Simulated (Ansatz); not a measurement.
Ansatz (a program for electronic structure) input:

Ansatz 0.2 input:
```yaml
crystal:
  periodic: [false, false, false]
  atoms:
    - {symbol: Mo, position_ang: [-0.00000000, -0.00000000, -0.66215905]}
    - {symbol: Cl, position_ang: [0.00000000, 0.00000000, 1.63592236]}
basis:
  gaussian:
    orbitals: def2-TZVPD
hamiltonian:
  xc: {name: CAM-B3LYP}
magnetization: {spin_polarized: true, initial_magnetization: 5}
output: {forces: true}
```

### Question
Which total energy does the run end on?

### Answer
-528.35792 Eh (CAM-B3LYP/def2-TZVPD). The basis has 86 functions.

The spin state was set by rule; other spins were not relaxed.
